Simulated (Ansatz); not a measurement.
`C[Si]1(N)CO1`. Charge 0, multiplicity 1.

Z-matrix (Å, degrees):
```
C
Si 1 1.850
H 1 1.091 2 109.8
H 1 1.093 2 110.8 3 -119.2
H 1 1.092 2 111.4 3 120.3
N 2 1.694 1 109.6 3 -179.2
C 2 1.800 1 123.9 3 -20.9
O 2 1.652 1 117.9 3 39.2
H 6 1.005 2 122.2 1 -13.5
H 6 1.005 2 123.1 1 -176.8
H 7 1.090 2 122.4 1 -161.7
H 7 1.089 2 123.9 1 2.9
```

Task: What are the harmonic wavenumbers in cm⁻¹ at PBE0-D4/def2-TZVP (Ansatz, finite differences of forces, unscaled)? (An estimate is asked.)

Result: The calculation gave: 110, 122, 217, 235, 253, 286, 355, 614, 692, 723, 742, 786, 795, 863, 917, 1062, 1104, 1147, 1281, 1448, 1448, 1467, 1578, 3056, 3085, 3136, 3153, 3157, 3627, 3727.

Task: Is this a minimum?

Result: Yes, all 30 modes are real.

Task: Give the ideal-gas thermochemistry at 298.15 K and 1 bar (rigid rotor, harmonic oscillator; point group C1, symmetry number 1).

Result: Zero-point energy 246.3 kJ/mol; H(298) − E = 268.3 kJ/mol; entropy 344.5 J/(mol·K), of which translation 164.9, rotation 109.3, vibration 70.3; G(298) − E = 165.6 kJ/mol.
